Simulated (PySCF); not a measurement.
Bonds (- single, = double, # triple, : aromatic): F1-C2 1.371 Å, C2-C3 1.498 Å, C3=C4 1.327 Å, C4-O5 1.362 Å, O5-C6 1.363 Å, C6=C7 1.324 Å, C7-C8 1.502 Å, C8-C3 1.508 Å. C2 carries H9, H10; C4 carries H11; C6 carries H12; C7 carries H13; C8 carries H14, H15.

Geometry: GFN2-xTB; GIAO absolute shieldings from PySCF, gas phase, non-relativistic, averaged over equivalent atoms.

At PBE0/MINI (47 basis functions, 12 s wall time on 1 thread of an Intel Xeon, shared host):
```
  atoms  σ (ppm)
     F1    496.8
     C6    103.3
     C4    107.1
     C7    137.9
     C3    140.6
     C2    155.6
     C8    199.3
     O5    231.4
    H12    23.49
    H11    23.59
    H13    25.34
 H9/H10    26.66
H14/H15    28.38
```

Question: Predict the values at PBE0/aug-cc-pVDZ on the same geometry.

Answer: 
```csv
atoms,σ at PBE0/aug-cc-pVDZ,change
F1,433.5,-63.3
C6,56.7,-46.6
C4,63.1,-44.0
C7,97.8,-40.1
C3,86.2,-54.4
C2,115.6,-40.0
C8,173.7,-25.6
O5,194.2,-37.2
H12,25.08,+1.59
H11,24.96,+1.37
H13,26.69,+1.35
H9/H10,26.77,+0.11
H14/H15,29.01,+0.63
```

The largest change is at F1 (fluorine on an sp3 carbon). Cost: 247 basis functions, 79 s wall time on 1 thread of an Intel Xeon, shared host. The order of the carbon signals changes between the two levels.
